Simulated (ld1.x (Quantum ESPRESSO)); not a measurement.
Before and after: TM potential for Te (Z = 52)

- Element: Te (Z = 52)
- Generator: ld1.x (Quantum ESPRESSO) 7.5
- Type: norm-conserving Troullier–Martins (Kleinman–Bylander form)
- Functional: PBEsol
- Relativity: scalar-relativistic
- Frozen core: [Kr] 4d10
- Valence charge: 6
- Reference configuration: 5s1.75 5p4.25
- Partial waves: 5p (bound): rc 1.55 bohr; 5d channel at 0.2 Ry: rc 1.90 bohr; 5s (bound): rc 1.80 bohr
- Local potential: the s channel
- Core correction: none

All-electron outer shells of the reference configuration (PBEsol, scalar-relativistic, ld1.x):

```csv
shell,level (eV),outermost node (bohr),outermost maximum (bohr)
4p,-114.59,0.38,0.74
4d,-41.93,0.36,0.81
5s,-15.34,0.91,1.80
5p,-6.11,1.00,2.17
```

Change: all radii scaled by about 1.37 (s 2.46, p 2.12, d 2.60 bohr).

Cutoffs: the cutoffs (Ry, on a coarse ladder) from which the occupation-weighted sum of valence levels, in a spherical-Bessel basis at the reference potential, stays within 10 and 1 mRy of its value at 400 Ry; they do not see the model core or the augmentation charge, which bear on the density cutoff. Errors are all-electron minus pseudo energies relative to the spin-unpolarised reference configuration.

Task: What does the change do?

Result: The potential gets softer (50 Ry and 120 Ry → 18 Ry and 35 Ry); the bound ghost in d, p disappears; of the 7 tests that both files solve, the error grows in 1 and shrinks in 5 by more than 15 % and 0.3 meV (median size 2.5 → 1.9 meV). A larger radius leaves more room for a smooth pseudo-wave, so fewer plane waves are needed.

| quantity | base | changed |
| --- | --- | --- |
| cutoff, loose | 50 Ry | 18 Ry |
| cutoff, tight | 120 Ry | 35 Ry |
| loose cutoff by channel (10 mRy a level) | p 45 Ry, s 21 Ry | p 12 Ry, s 10 Ry |
| bound ghosts | p, d | none |
| error for 5s2 5p4, meV [ΔE -2.30 eV] | +1.5 | 0.0 |
| error for 5s2 5p3, meV [ΔE 7.45 eV] | -2.5 | -2.5 |
| error for 5s2 5p2, meV [ΔE 25.42 eV] | -19 | -5.3 |
| error for 5s2 5p1, meV [ΔE 52.38 eV] | -56 | -1.9 |
| error for 5s2 5p3.5, meV [ΔE 1.60 eV] | +0.4 | -1.1 |
| error for 5s2 5p4.3, meV [ΔE -3.77 eV] | +1.6 | +0.5 |
| error for 5s1 5p4, meV [ΔE 17.32 eV] | +9.2 | -2.2 |

 A true bound ghost makes a file unfit for plane-wave use even where its test errors are small: the radial tests pick states by their node count and pass the ghost by.
